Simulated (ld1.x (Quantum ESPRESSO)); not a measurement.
**What one change does to a pseudopotential (Pb (Z = 82), TM)**

lead, norm-conserving Troullier–Martins (Kleinman–Bylander form), made with ld1.x (Quantum ESPRESSO) 7.5 (Wu–Cohen, scalar-relativistic). Core [Xe] 4f14, reference 5d10 6s2 6p0 (charge +2). Waves: 6s (bound): rc 1.95 bohr; 6p (bound, empty): rc 2.05 bohr; 5d (bound): rc 1.40 bohr. Local part: the d channel. Core correction: Bessel-smoothed model core, default radius (core density twice the valence density).

Change: wave 6s (bound): rc 1.95 bohr becomes 6s (bound): rc 2.68 bohr.

Cutoffs: the cutoffs (Ry, on a coarse ladder) from which the occupation-weighted sum of valence levels, in a spherical-Bessel basis at the reference potential, stays within 10 and 1 mRy of its value at 400 Ry; they do not see the model core or the augmentation charge, which bear on the density cutoff. Errors are all-electron minus pseudo energies relative to the spin-unpolarised reference configuration.

Q: How do hardness, ghosts and transferability respond?

A: The potential gets neither clearly harder nor softer (55 Ry and 90 Ry → 55 Ry and 90 Ry); both files keep a bound ghost (p, s); of the 7 tests that both files solve, the error grows in 5 and shrinks in 1 by more than 15 % and 0.3 meV (median size 12.2 → 20.6 meV).

```csv
quantity,base,changed
"cutoff, loose",55 Ry,55 Ry
"cutoff, tight",90 Ry,90 Ry
loose cutoff by channel (10 mRy a level),"s 18 Ry, d 45 Ry","s 12 Ry, d 45 Ry"
bound ghosts,"s, p","s, p"
"error for 5d10 6s2 6p2, meV [ΔE -20.04 eV]",-13,-14
"error for 5d10 6s2 6p1, meV [ΔE -13.45 eV]",+1.1,+0.7
"error for 5d10 6s1 6p0, meV [ΔE 32.51 eV]",-21,-34
"error for 5d10 6s1 6p3, meV [ΔE -11.26 eV]",-12,-32
"error for 5d10 6s0 6p0, meV [ΔE 75.25 eV]",-76,-159
"error for 5d10 6s1 6p2, meV [ΔE -3.85 eV]",-2.5,-21
"error for 5d10 6s2 6p1.5, meV [ΔE -17.54 eV]",-4.5,-5.4
```

 A true bound ghost makes a file unfit for plane-wave use even where its test errors are small: the radial tests pick states by their node count and pass the ghost by.
